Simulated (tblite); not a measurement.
A geometry optimisation, step by step.

Compound: C2H3F3O2Si.
Numbering: `[O:1]=[C:2]([SiH2:3][OH:4])[C:5]([F:6])([F:7])[F:8]` (hydrogens: H9, H10 on Si3; H11 on O4)

Computed with GFN2-xTB (tblite), gas phase: L-BFGS steps from a force-field or distance-geometry start until the largest atomic force falls under 0.01 eV/Å. 11 of its 32 geometries are shown.

Step 0: E = -813.1762 eV, largest atomic force 2.438 eV/Å
```
atom  x, y, z in Å  |  force x, y, z in eV/Å
O1      0.246   -1.278   -1.232   -1.667   1.013   0.784
C2     -0.213   -0.465   -0.431    2.135  -0.960  -0.509
Si3     1.025    0.388    0.706    1.709   1.145   1.309
O4      2.598   -0.062    0.431   -1.611  -0.402  -0.624
C5     -1.636   -0.066   -0.189   -1.566  -0.125  -0.872
F6     -1.839    1.267   -0.397    0.378  -0.787   0.200
F7     -2.056   -0.326    1.067    0.434   0.101  -0.481
F8     -2.497   -0.700   -1.022    0.099   0.231   0.342
H9      0.716    0.116    2.129   -0.019  -0.171  -0.465
H10     0.950    1.862    0.532   -0.043  -0.494  -0.178
H11     2.712   -0.734   -0.266    0.150   0.450   0.494
```

Step 3: E = -813.4846 eV, largest atomic force 0.497 eV/Å
```
atom  x, y, z in Å  |  force x, y, z in eV/Å
O1      0.194   -1.270   -1.235   -0.401   0.233   0.180
C2     -0.159   -0.463   -0.412   -0.035  -0.049  -0.010
Si3     1.070    0.433    0.757   -0.147   0.179   0.203
O4      2.550   -0.073    0.414    0.121  -0.062  -0.050
C5     -1.659   -0.075   -0.215    0.340  -0.125  -0.010
F6     -1.827    1.246   -0.393    0.084  -0.018  -0.084
F7     -2.041   -0.325    1.052    0.099  -0.084  -0.095
F8     -2.508   -0.701   -1.021   -0.068  -0.059  -0.067
H9      0.715    0.106    2.117   -0.077  -0.210   0.248
H10     0.949    1.850    0.522   -0.009   0.321  -0.190
H11     2.721   -0.727   -0.258    0.094  -0.127  -0.123
```

Step 6: E = -813.5135 eV, largest atomic force 0.174 eV/Å
```
atom  x, y, z in Å  |  force x, y, z in eV/Å
O1      0.161   -1.262   -1.232    0.064  -0.046  -0.038
C2     -0.160   -0.456   -0.400   -0.057   0.047   0.025
Si3     1.071    0.453    0.778    0.027  -0.019  -0.032
O4      2.547   -0.079    0.407   -0.101   0.007  -0.006
C5     -1.645   -0.082   -0.219   -0.145   0.063   0.022
F6     -1.816    1.240   -0.401    0.040   0.024  -0.057
F7     -2.030   -0.334    1.044    0.006  -0.066   0.066
F8     -2.508   -0.704   -1.025    0.170   0.013   0.033
H9      0.708    0.085    2.137    0.004  -0.075   0.034
H10     0.948    1.876    0.504    0.024   0.030  -0.066
H11     2.728   -0.735   -0.265   -0.032   0.022   0.018
```

Step 9: E = -813.5165 eV, largest atomic force 0.080 eV/Å
```
atom  x, y, z in Å  |  force x, y, z in eV/Å
O1      0.161   -1.261   -1.230   -0.007   0.041   0.044
C2     -0.163   -0.453   -0.399    0.037  -0.001   0.004
Si3     1.069    0.455    0.779   -0.055   0.019   0.017
O4      2.541   -0.079    0.406   -0.017   0.009   0.006
C5     -1.648   -0.078   -0.215    0.077  -0.010   0.020
F6     -1.812    1.242   -0.406   -0.022   0.007   0.022
F7     -2.029   -0.339    1.048   -0.021   0.028  -0.007
F8     -2.497   -0.706   -1.025    0.002  -0.026  -0.027
H9      0.708    0.077    2.141    0.021  -0.028  -0.048
H10     0.951    1.880    0.496    0.022  -0.041  -0.029
H11     2.726   -0.734   -0.265   -0.036   0.002  -0.004
```

Step 12: E = -813.5177 eV, largest atomic force 0.044 eV/Å
```
atom  x, y, z in Å  |  force x, y, z in eV/Å
O1      0.162   -1.258   -1.227    0.020  -0.005  -0.005
C2     -0.161   -0.450   -0.396   -0.011   0.010   0.022
Si3     1.063    0.457    0.781    0.034  -0.007  -0.006
O4      2.534   -0.078    0.406    0.027   0.001   0.004
C5     -1.644   -0.077   -0.213   -0.016  -0.009  -0.024
F6     -1.813    1.243   -0.405   -0.014  -0.027   0.032
F7     -2.031   -0.338    1.049   -0.007   0.032  -0.027
F8     -2.488   -0.709   -1.027    0.011   0.001   0.008
H9      0.711    0.068    2.138   -0.009  -0.019   0.018
H10     0.955    1.878    0.488    0.000   0.023  -0.016
H11     2.720   -0.733   -0.265   -0.036   0.000  -0.006
```

Step 16: E = -813.5184 eV, largest atomic force 0.032 eV/Å
```
atom  x, y, z in Å  |  force x, y, z in eV/Å
O1      0.166   -1.255   -1.224    0.004   0.010   0.014
C2     -0.160   -0.449   -0.393    0.016  -0.002  -0.007
Si3     1.066    0.459    0.783    0.006   0.012   0.017
O4      2.536   -0.078    0.407    0.009  -0.002  -0.002
C5     -1.644   -0.078   -0.213    0.003   0.005   0.014
F6     -1.816    1.242   -0.401   -0.005   0.017  -0.027
F7     -2.034   -0.334    1.048   -0.010  -0.025   0.014
F8     -2.484   -0.712   -1.028   -0.013  -0.006  -0.012
H9      0.711    0.061    2.138    0.002   0.008  -0.006
H10     0.957    1.879    0.481    0.001  -0.008   0.007
H11     2.709   -0.733   -0.267   -0.013  -0.009  -0.013
```

Step 19: E = -813.5186 eV, largest atomic force 0.024 eV/Å
```
atom  x, y, z in Å  |  force x, y, z in eV/Å
O1      0.168   -1.254   -1.222    0.002   0.006   0.007
C2     -0.159   -0.448   -0.392   -0.007   0.016   0.016
Si3     1.068    0.460    0.785   -0.001  -0.008  -0.009
O4      2.538   -0.078    0.407   -0.009  -0.006  -0.008
C5     -1.645   -0.077   -0.213    0.007  -0.005  -0.007
F6     -1.818    1.243   -0.403   -0.002  -0.019  -0.005
F7     -2.037   -0.335    1.048    0.000  -0.004  -0.018
F8     -2.483   -0.713   -1.030    0.008   0.009   0.012
H9      0.711    0.059    2.138    0.005   0.011   0.004
H10     0.958    1.879    0.480    0.004   0.002   0.012
H11     2.704   -0.734   -0.269   -0.007  -0.002  -0.004
```

Step 22: E = -813.5188 eV, largest atomic force 0.022 eV/Å
```
atom  x, y, z in Å  |  force x, y, z in eV/Å
O1      0.170   -1.251   -1.218    0.009  -0.003  -0.002
C2     -0.158   -0.445   -0.389   -0.008  -0.005   0.000
Si3     1.070    0.461    0.786   -0.004   0.003   0.001
O4      2.538   -0.079    0.405   -0.013  -0.008  -0.009
C5     -1.644   -0.078   -0.213   -0.012  -0.001  -0.008
F6     -1.820    1.241   -0.406    0.002   0.004   0.013
F7     -2.039   -0.337    1.046    0.005   0.010   0.001
F8     -2.482   -0.713   -1.030    0.008  -0.016  -0.013
H9      0.712    0.060    2.138    0.006   0.009   0.012
H10     0.959    1.880    0.481    0.006   0.011   0.012
H11     2.698   -0.736   -0.272    0.000  -0.005  -0.006
```

Step 25: E = -813.5191 eV, largest atomic force 0.056 eV/Å
```
atom  x, y, z in Å  |  force x, y, z in eV/Å
O1      0.178   -1.246   -1.212   -0.007  -0.002  -0.001
C2     -0.159   -0.441   -0.384    0.031  -0.029  -0.036
Si3     1.072    0.463    0.788   -0.017   0.023   0.028
O4      2.535   -0.084    0.399   -0.006   0.000   0.000
C5     -1.645   -0.079   -0.215    0.012   0.002   0.019
F6     -1.823    1.239   -0.408   -0.009   0.030  -0.002
F7     -2.042   -0.339    1.043   -0.012   0.001   0.027
F8     -2.477   -0.718   -1.034   -0.013  -0.023  -0.032
H9      0.716    0.065    2.143    0.011   0.007   0.003
H10     0.965    1.883    0.487    0.008   0.003   0.008
H11     2.685   -0.741   -0.280    0.002  -0.012  -0.012
```

Step 28: E = -813.5194 eV, largest atomic force 0.021 eV/Å
```
atom  x, y, z in Å  |  force x, y, z in eV/Å
O1      0.184   -1.243   -1.206   -0.008  -0.013  -0.014
C2     -0.157   -0.438   -0.381    0.006   0.001  -0.006
Si3     1.073    0.467    0.792    0.001  -0.002  -0.003
O4      2.530   -0.089    0.393    0.000   0.002   0.004
C5     -1.646   -0.080   -0.216    0.008  -0.001   0.002
F6     -1.827    1.238   -0.410   -0.009  -0.012  -0.004
F7     -2.046   -0.340    1.041   -0.009   0.000  -0.006
F8     -2.472   -0.723   -1.040    0.010   0.014   0.012
H9      0.721    0.070    2.148    0.007   0.001   0.009
H10     0.970    1.887    0.494    0.005   0.006   0.003
H11     2.674   -0.746   -0.288   -0.010   0.004   0.004
```

Step 31: E = -813.5195 eV, largest atomic force 0.009 eV/Å
```
atom  x, y, z in Å  |  force x, y, z in eV/Å
O1      0.184   -1.244   -1.207   -0.007   0.001  -0.002
C2     -0.156   -0.438   -0.381   -0.007   0.000   0.004
Si3     1.073    0.468    0.793    0.002  -0.003  -0.004
O4      2.530   -0.090    0.392    0.003   0.002   0.004
C5     -1.645   -0.080   -0.216   -0.004   0.000  -0.004
F6     -1.829    1.238   -0.410    0.005   0.000   0.000
F7     -2.047   -0.341    1.041    0.005  -0.001  -0.003
F8     -2.470   -0.723   -1.040    0.003  -0.004  -0.001
H9      0.723    0.072    2.150    0.005   0.002  -0.001
H10     0.972    1.889    0.496    0.002  -0.001   0.002
H11     2.671   -0.747   -0.289   -0.007   0.004   0.003
```

**Question.** Summarise the path.

**Answer.** The energy falls by 0.3433 eV from step 0 to step 31; nine tenths of that is first reached at step 4. It falls at every step. The largest force goes from 2.438 to 0.009 eV/Å. Among the bonds Si3–O4 changes most, from 1.658 to 1.610 Å; the atoms move by 0.066 Å rms after alignment.

**Question.** Follow the three bonds and two angles with the largest change from start to end.

**Answer.** 
```
step  E above end (eV)  largest force (eV/Å)  Si3–O4 (Å)  C2–C5 (Å)  C2–Si3 (Å)  H9–Si3–H10 (°)  O1–C2–C5 (°)
   0            0.3433                 2.438       1.658      1.497       1.885           106.5         129.4
   1            0.1551                 2.552       1.625      1.550       1.910           107.9         127.1
   3            0.0349                 0.497       1.601      1.561       1.919           110.8         122.3
   4            0.0186                 0.338       1.608      1.552       1.924           112.1         121.2
   5            0.0109                 0.254       1.610      1.546       1.928           113.0         120.5
   7            0.0045                 0.088       1.611      1.542       1.932           114.0         120.1
   8            0.0037                 0.069       1.611      1.542       1.932           114.2         120.2
   9            0.0030                 0.080       1.610      1.543       1.931           114.5         120.3
  11            0.0021                 0.065       1.609      1.542       1.928           115.3         120.3
  12            0.0018                 0.044       1.609      1.541       1.926           115.6         120.2
  13            0.0015                 0.041       1.609      1.540       1.925           115.8         120.2
  15            0.0012                 0.032       1.609      1.539       1.925           116.1         120.2
  16            0.0011                 0.032       1.610      1.540       1.926           116.2         120.2
  18            0.0009                 0.019       1.610      1.542       1.927           116.4         120.2
  19            0.0009                 0.024       1.610      1.542       1.927           116.4         120.2
  20            0.0008                 0.025       1.610      1.542       1.927           116.4         120.2
  22            0.0007                 0.022       1.610      1.541       1.926           116.4         120.1
  23            0.0007                 0.034       1.610      1.541       1.925           116.3         120.1
  24            0.0005                 0.044       1.610      1.540       1.925           116.3         120.1
  26            0.0002                 0.053       1.610      1.539       1.925           116.1         120.2
  27            0.0001                 0.031       1.610      1.540       1.925           116.1         120.2
  28            0.0001                 0.021       1.610      1.540       1.925           116.1         120.2
  30            0.0000                 0.013       1.610      1.541       1.926           116.1         120.2
  31            0.0000                 0.009       1.610      1.541       1.926           116.1         120.1
```

What follows is the cost of the whole relaxation. The run took 0.26 s wall on one thread, Arm Neoverse N1 (aarch64), on a shared host.
